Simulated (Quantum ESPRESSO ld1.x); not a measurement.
Results of a calculation; reference values are marked as such.
Mn16+, 9 electrons, occupied as [He] 2s2 2p5. Level of theory: scalar-relativistic Kohn-Sham, LDA (Slater exchange, Perdew-Wang correlation), spin-polarised, spherical densities, point nucleus; open shells are filled with parallel spins first (ld1.x of Quantum ESPRESSO 7.5).

Normalised radial functions P(r) = r R(r), r in bohr:

```
   r/bohr * 2s up, o 2p down, + 3p up (the largest magnitude, 2.01, reaches the edge; | marks zero, & curves that meet)
 0.002809                             &  *
   0.0039                             &   *
 0.005457                             &    *
 0.007575                             &      *
   0.0106                             +o       *
  0.01472                             |&         *
  0.02059                             |+o         *
  0.02881                             | + o        *
     0.04                             |  +   o     *
  0.05597                             |    +   * o
   0.0777                             | *     +       o
   0.1087                    *        |         +           o
   0.1509        *                    |          +              o
   0.2112  *                          |       +                 o
   0.2956    *                       +|                    o
   0.4103              *   +          |            o
   0.5741           +           *     |    o
    0.797              +             *|o
    1.115                      +      &
    1.548                            +&
    2.167                             &
```

2s up: eigenvalue -1289.2 eV, 1 radial node at r = 0.0820 bohr, <r> = 0.271 bohr, 90 % of the charge inside 0.418 bohr. 2p down: eigenvalue -1180.8 eV, 0 radial nodes, <r> = 0.237 bohr, 90 % of the charge inside 0.387 bohr. 3p up (empty): eigenvalue -462.09 eV, 1 radial node at r = 0.290 bohr, <r> = 0.657 bohr, 90 % of the charge inside 0.971 bohr.
